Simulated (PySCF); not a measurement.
## Relaxation of triplet CoO₂Cl

These are results of UPBE0 in PySCF with Co def2-TZVP, O def2-TZVP, Cl def2-TZVP; no relativity; density-fitted integrals, not measurements. A (50,194) grid was used.

A hand-made trigonal pyramidal start, of Cs symmetry, held to at least that symmetry:

```xyz
4
charge 0 multiplicity 3, angstrom
Co   -0.3355    0.0000   -0.4647
O    -1.0419    1.2234    0.2865
O    -1.0419   -1.2234    0.2865
Cl    1.5187    0.0000    0.5212
```

Optimiser trace:
| step | E − E(last) (kJ/mol) | largest gradient (Eh/bohr) |
| --- | --- | --- |
| 0 | 104.62 | 0.06238 |
| 1 | 60.06 | 0.04949 |
| 2 | 20.70 | 0.02272 |
| 3 | 8.79 | 0.01538 |
| 4 | 1.42 | 0.00617 |
| 5 | 0.27 | 0.00220 |
| 6 | 0.16 | 0.00517 |
| 7 | 0.00 | 0.00078 |
| 8 | 0.00 | 0.00017 |

It ends at C2v with Co–Cl 2.047 Å, Co–O 1.554 Å (×2); Cl–Co–O 120.2° (×2), O–Co–O 119.7° (after a last refinement on a finer grid). A frequency run shows a minimum.

With open d or f shells other occupations or spin states may lie lower.

The relaxation took 48 s on 4 threads of a shared Arm Neoverse V2 host, with 144 basis functions and 9 gradients; the process peaked at 0.94 GiB. Launch command: `OMP_NUM_THREADS=4 python axn.py task.json out`.
